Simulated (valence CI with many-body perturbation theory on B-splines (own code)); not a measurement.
## E1 line list for Tm LIV

Method: configuration interaction combined with many-body perturbation theory (CI+MBPT): six valence electrons over a frozen Dirac-Fock core [Ne], radial functions for each j: 9 s, 9 p, 8 d, 6 f, 3 g, 1 h, with the one-electron correlation potential Σ1, the two-electron term Σ2, the three-electron term Σ3, Breit, model QED; selected CI, second order for the rest, scaled by the run's own slope (own B-spline code, finite nucleus).

No measured spectrum was set against this ion. As an estimate, large intervals hold to a few tenths of a per cent, small ones and those within an open d or f shell to about a per cent. Among the levels kept, up to 990 cm⁻¹ of a level comes from second order outside the variational space, and about a tenth of that is noise between levels of different J, which matters for small intervals.

Lines 51 to 100 of 131 in falling wavelength, among levels below 40.197 Ry, chosen from the strongest by gf and those to the six lowest levels. Wavelengths and rates use the calculated energies. Electric multipoles are in the length gauge with retardation, E1 and E2 with the static RPA response of the core. Weak lines are less certain than strong ones. Lines between different terms over intervals too small for the method are left out, as are lines whose strength nearly cancels. The highest levels of a list are the least certain.

Levels are named by their leading jj configuration (3d3/2^4 stands for four electrons in 3d with j = 3/2), which in mixed levels can hold well under half, so a name can repeat and another be missing. Letters in brackets count levels of one name in rising energy.

```tsv
λ vac (nm)	Upper	Lower	A (s⁻¹)	S (a.u.)
12.43	(3s^2 3p1/2^2 3d3/2 3d5/2) J=2	(3s 3p1/2^2 3p3/2^3) J=2	5.56e+05	2.64e-06
11.97	(3s^2 3p1/2^2 3d3/2 3d5/2) J=1	(3s 3p1/2^2 3p3/2^3) J=2	1.38e+07	3.51e-05
8.966	(3s^2 3p1/2^2 3d3/2^2) J=2	(3s^2 3p1/2^2 3p3/2 3d5/2) J=3	1.51e+08	2.69e-04
8.277	(3s^2 3p1/2^2 3d3/2^2) J=0	(3s^2 3p1/2^2 3p3/2 3d5/2) J=1	2.31e+07	6.46e-06
7.929	(3s 3p1/2^2 3p3/2^3) J=2	(3s^2 3p1/2 3p3/2^3) J=2	9.49e+09	1.17e-02
7.920	(3s^2 3p1/2^2 3d3/2^2) J=2	(3s^2 3p1/2^2 3p3/2 3d5/2) J=2	1.01e+08	1.24e-04
7.500	(3s 3p1/2^2 3p3/2^3) J=2	(3s^2 3p1/2 3p3/2^3) J=1	1.32e+10	1.38e-02
7.055	(3s 3p1/2^2 3p3/2^3) J=1	(3s^2 3p1/2 3p3/2^3) J=2	2.58e+10	1.34e-02
6.714	(3s 3p1/2^2 3p3/2^3) J=1	(3s^2 3p1/2 3p3/2^3) J=1	7.55e+09	3.38e-03
6.300	(3s^2 3p1/2 3p3/2^2 3d3/2) J=2 [a]	(3s^2 3p1/2 3p3/2^3) J=2	1.52e+09	9.41e-04
6.237	(3s^2 3p1/2 3p3/2^2 3d3/2) J=1 [a]	(3s^2 3p1/2 3p3/2^3) J=2	1.35e+10	4.86e-03
6.164	(3s^2 3p3/2^4) J=0	(3s^2 3p1/2^2 3p3/2 3d5/2) J=1	9.85e+06	1.14e-06
6.109	(3s^2 3p1/2^2 3d3/2 3d5/2) J=3	(3s^2 3p1/2^2 3p3/2 3d5/2) J=3	3.66e+09	2.88e-03
6.103	(3s^2 3p1/2^2 3d3/2 3d5/2) J=2	(3s^2 3p1/2^2 3p3/2 3d5/2) J=1	6.74e+09	3.78e-03
6.085	(3s^2 3p1/2^2 3p3/2 3d3/2) J=1	(3s^2 3p1/2^2 3p3/2^2) J=0	3.78e+09	1.26e-03
6.074	(3s^2 3p1/2 3p3/2^2 3d3/2) J=3 [a]	(3s^2 3p1/2 3p3/2^3) J=2	1.43e+09	1.11e-03
6.027	(3s^2 3p1/2 3p3/2^2 3d3/2) J=2 [a]	(3s^2 3p1/2 3p3/2^3) J=1	2.94e+08	1.59e-04
5.993	(3s^2 3p1/2 3p3/2^2 3d3/2) J=0	(3s^2 3p1/2 3p3/2^3) J=1	9.80e+09	1.04e-03
5.989	(3s^2 3p1/2^2 3d3/2 3d5/2) J=1	(3s^2 3p1/2^2 3p3/2 3d5/2) J=1	1.77e+09	5.64e-04
5.969	(3s^2 3p1/2 3p3/2^2 3d3/2) J=1 [a]	(3s^2 3p1/2 3p3/2^3) J=1	3.03e+08	9.54e-05
5.817	(3s^2 3p1/2^2 3d3/2 3d5/2) J=2	(3s^2 3p1/2^2 3p3/2 3d5/2) J=3	3.40e+09	1.65e-03
5.785	(3s^2 3p1/2^2 3p3/2 3d3/2) J=2	(3s^2 3p1/2^2 3p3/2^2) J=2	6.80e+09	3.25e-03
5.765	(3s^2 3p1/2^2 3d3/2^2) J=2	(3s^2 3p1/2^2 3p3/2 3d3/2) J=3	6.02e+09	2.84e-03
5.746	(3s^2 3p1/2^2 3d3/2^2) J=2	(3s^2 3p1/2^2 3p3/2 3d3/2) J=1	8.60e+09	4.02e-03
5.687	(3s^2 3p1/2^2 3d3/2 3d5/2) J=4	(3s^2 3p1/2^2 3p3/2 3d5/2) J=3	4.19e+09	3.42e-03
5.604	(3s^2 3p1/2^2 3d3/2 3d5/2) J=3	(3s^2 3p1/2^2 3p3/2 3d5/2) J=2	6.61e+09	4.02e-03
5.592	(3s^2 3p1/2^2 3p3/2 3d3/2) J=1	(3s^2 3p1/2^2 3p3/2^2) J=2	1.12e+10	2.89e-03
5.574	(3s^2 3p1/2^2 3p3/2 3d3/2) J=3	(3s^2 3p1/2^2 3p3/2^2) J=2	8.08e+08	4.84e-04
5.555	(3s^2 3p1/2^2 3d3/2^2) J=2	(3s^2 3p1/2^2 3p3/2 3d3/2) J=2	7.32e+09	3.10e-03
5.541	(3s^2 3p1/2 3p3/2^2 3d3/2) J=2 [b]	(3s^2 3p1/2 3p3/2^3) J=2	1.78e+09	7.49e-04
5.482	(3s^2 3p1/2^2 3d3/2 3d5/2) J=3	(3s^2 3p1/2^2 3p3/2 3d5/2) J=4	3.85e+09	2.19e-03
5.358	(3s^2 3p1/2^2 3d3/2 3d5/2) J=2	(3s^2 3p1/2^2 3p3/2 3d5/2) J=2	7.01e+08	2.66e-04
5.328	(3s^2 3p1/2 3p3/2^2 3d3/2) J=2 [b]	(3s^2 3p1/2 3p3/2^3) J=1	2.12e+07	7.92e-06
5.269	(3s^2 3p1/2^2 3d3/2 3d5/2) J=1	(3s^2 3p1/2^2 3p3/2 3d5/2) J=2	9.48e+09	2.05e-03
5.233	(3s^2 3p1/2 3p3/2^2 3d3/2) J=3 [b]	(3s^2 3p1/2 3p3/2^3) J=2	9.63e+07	4.77e-05
5.225	(3s^2 3p1/2^2 3d3/2^2) J=0	(3s^2 3p1/2^2 3p3/2 3d3/2) J=1	3.14e+10	2.21e-03
5.140	(3s^2 3p1/2^2 3d3/2 3d5/2) J=4	(3s^2 3p1/2^2 3p3/2 3d5/2) J=4	1.80e+10	1.08e-02
5.107	(3s^2 3p1/2 3p3/2^2 3d3/2) J=2 [c]	(3s^2 3p1/2 3p3/2^3) J=2	1.82e+09	5.97e-04
5.018	(3s^2 3p1/2 3p3/2^2 3d3/2) J=1 [b]	(3s^2 3p1/2 3p3/2^3) J=2	6.27e+06	1.17e-06
4.926	(3s^2 3p1/2 3p3/2^2 3d3/2) J=2 [c]	(3s^2 3p1/2 3p3/2^3) J=1	7.47e+08	2.20e-04
4.868	(3s^2 3p1/2 3p3/2^2 3d5/2) J=3	(3s^2 3p1/2 3p3/2^3) J=2	6.95e+08	2.77e-04
4.843	(3s^2 3p1/2 3p3/2^2 3d3/2) J=1 [b]	(3s^2 3p1/2 3p3/2^3) J=1	5.00e+08	8.41e-05
4.779	(3s^2 3p1/2 3p3/2^2 3d3/2) J=1 [c]	(3s^2 3p1/2 3p3/2^3) J=2	1.19e+09	1.92e-04
4.620	(3s^2 3p1/2 3p3/2^2 3d3/2) J=1 [c]	(3s^2 3p1/2 3p3/2^3) J=1	1.37e+09	2.00e-04
4.615	(3s^2 3p1/2 3p3/2^2 3d5/2) J=1	(3s^2 3p1/2 3p3/2^3) J=2	3.36e+10	4.90e-03
4.467	(3s^2 3p1/2 3p3/2^2 3d5/2) J=1	(3s^2 3p1/2 3p3/2^3) J=1	2.04e+10	2.69e-03
4.438	(3s^2 3p1/2 3p3/2^2 3d5/2) J=0	(3s^2 3p1/2 3p3/2^3) J=1	5.07e+10	2.19e-03
4.432	(3s^2 3p1/2^2 3d3/2 3d5/2) J=3	(3s^2 3p1/2^2 3p3/2 3d3/2) J=3	2.13e+10	6.40e-03
4.413	(3s^2 3p1/2^2 3p3/2 3d5/2) J=2	(3s^2 3p1/2^2 3p3/2^2) J=2	8.97e+10	1.90e-02
4.333	(3s^2 3p1/2 3p3/2^2 3d5/2) J=2	(3s^2 3p1/2 3p3/2^3) J=2	3.53e+09	7.09e-04
```
